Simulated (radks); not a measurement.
Question: These are the eigenvalues of the occupied orbitals of an atom or ion with whole-number occupations (hartree). Calculated with a radial shooting solver on a logarithmic mesh with Libxc functionals: non-relativistic Kohn-Sham, LDA (Slater exchange, Perdew-Wang correlation), spin-polarised, spherical densities, point nucleus.

orbital  eigenvalue
1s        -370.4799
2s        -45.50705
2p        -40.39994
3s         -5.54837
3p         -3.89146
3d         -1.04218
4s         -0.60102

Which element is it, and in what charge state? The configuration may be excited. Open shells, if any, are filled with parallel spins first.

Answer: Z = 31, gallium, charge +1: Ga+ in [Ar] 3d10 4s2. The list shows which subshells hold electrons but not how many an open one holds; the 1s level, -370.48 hartree, gives Z - s = 27.2 by -(Z - s)^2/2, which with screening narrows Z to a few neighbours, and the depths of the outer levels then fix element, charge and occupations together.
